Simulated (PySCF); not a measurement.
C4H7O2, SMILES C1[CH]OCCO1, multiplicity 2. Atoms are numbered in the order given.

```xyz
13

C      0.5858     1.2716     0.1036
C      1.3997     0.0447    -0.1701
O      0.6342    -1.0027    -0.7579
C     -0.5231    -1.2440     0.0216
C     -1.3921     0.0061     0.0852
O     -0.6668     1.1161     0.6307
H      1.0739     2.1960     0.4526
H      1.8637    -0.3423     0.7855
H      2.2361     0.2801    -0.8598
H     -1.0800    -2.0765    -0.4548
H     -0.2431    -1.5595     1.0595
H     -1.7340     0.2682    -0.9423
H     -2.2773    -0.1432     0.7351
```
Charge 0, spin multiplicity 2.

Coordinates come from a PBE-D3(BJ)/def2-SVP optimisation. The isomer is the one that the SMILES or the coordinates give; other isomers of the formula were not compared. Other conformers were not sampled.

Computed with PySCF with B3LYP/pcH-1.

Unrestricted Kohn–Sham, ⟨S²⟩ = 0.753. Hyperfine tensors hold the contact and dipolar terms, without spin-orbit corrections.

Computed hyperfine couplings:
```
nucleus    A(iso) (MHz)  A(iso) (G)  dipolar principal values (MHz)
---------  ------------  ----------  ------------------------------
13C no. 1         166.9        59.5             -74.5, -72.7, 147.2
13C no. 2         -18.6        -6.6                 -4.2, -2.4, 6.6
17O no. 3          -8.4        -3.0                  -2.5, 0.9, 1.6
13C no. 4           7.2         2.6                 -1.0, -0.4, 1.3
13C no. 5           6.8         2.4                 -2.1, -1.0, 3.1
17O no. 6         -18.3        -6.5               -62.7, 30.0, 32.7
1H no. 7          -44.8       -16.0               -31.9, -3.7, 35.5
1H no. 8          119.9        42.8                 -5.2, -1.9, 7.0
1H no. 9           27.4         9.8                -6.4, -4.2, 10.6
1H no. 10          -0.8        -0.3                 -1.4, -1.3, 2.7
1H no. 11          -0.6        -0.2                 -2.5, -1.5, 3.9
1H no. 12           9.6         3.4                 -4.5, -3.1, 7.6
1H no. 13          -2.3        -0.8                 -3.2, -2.6, 5.8
```
